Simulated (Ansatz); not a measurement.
Program: Ansatz. Geometries: PBE0-D4/def2-TZVP. ΔE: electronic, gas phase. CBS: MP2 limit from def2 TZ/QZ plus the TZ coupled-cluster correction, frozen cores. Functionals use def2-TZVPP. For Ge outer-core shells are correlated without core-valence functions, which leaves a few kJ/mol of doubt a bond. Scalar relativity is left out up to krypton. One conformer a species, not always the lowest.

Reaction (redistribution): `Cl[SiH2][NH][GeH3]` + `C[SiH2][SiH](F)[SiH3]` → `C[SiH2][NH][GeH3]` + `F[SiH]([SiH3])[SiH2]Cl`

`Cl[SiH2][NH][GeH3]`:

Cartesian coordinates in Å:
```
Cl 0.973 -2.619 -0.628
Si 1.393 -0.628 -0.241
N 0.098 0.424 -0.567
Ge -1.389 0.685 0.499
H 1.710 -0.561 1.202
H 2.547 -0.284 -1.102
H -0.020 0.711 -1.528
H -0.986 0.218 1.902
H -2.587 -0.128 -0.022
H -1.739 2.182 0.485
```

`C[SiH2][SiH](F)[SiH3]`:

Z-matrix (Å, degrees):
```
C
Si 1 1.875
H 1 1.092 2 110.8
H 1 1.092 2 110.5 3 -119.8
H 1 1.092 2 110.7 3 120.2
Si 2 2.346 1 112.2 3 60.2
H 2 1.492 1 110.9 3 -58.7
H 2 1.490 1 110.6 3 -178.0
Si 6 2.345 2 112.6 1 175.9
F 6 1.617 2 109.3 1 54.3
H 6 1.492 2 109.8 1 -62.5
H 9 1.487 6 110.6 2 -58.5
H 9 1.488 6 111.6 2 180.0
H 9 1.489 6 108.0 2 60.3
```

`C[SiH2][NH][GeH3]`:

Cartesian coordinates in Å:
```
C -2.285 -0.072 0.159
Si -0.639 0.675 -0.308
N 0.659 -0.056 0.558
Ge 2.316 -0.510 -0.094
H -3.095 0.405 -0.399
H -2.302 -1.143 -0.052
H -2.489 0.069 1.224
H -0.726 2.150 -0.081
H -0.341 0.457 -1.750
H 0.607 -0.039 1.566
H 2.131 -0.894 -1.568
H 2.843 -1.698 0.729
H 3.321 0.656 0.017
```

`F[SiH]([SiH3])[SiH2]Cl`:

Cartesian coordinates in Å:
```
F 2.259 0.314 0.685
Si 0.846 0.543 -0.057
Si -0.851 0.859 1.531
Si 0.361 -1.303 -1.421
Cl -1.514 -0.889 -2.188
H 0.979 1.748 -0.922
H -0.473 1.943 2.476
H -1.077 -0.397 2.292
H -2.101 1.236 0.820
H 0.275 -2.571 -0.655
H 1.297 -1.482 -2.559
```

| level | ΔE (kJ/mol) |
| --- | --- |
| PBE0-D4 | 19.4 |
| ωB97M-V | 18.6 |
| HF/def2-TZVPP | 16.8 |
| CCSD/CBS(def2) | 18.0 |

Q: What does CCSD(T)/CBS give? (Estimate.)

A: The calculation gave: +18.5 kJ/mol. The listed levels differ from it by 0.9, 0.1, -1.7, -0.5 kJ/mol.

Largest T1 diagnostic among the species: 0.012.
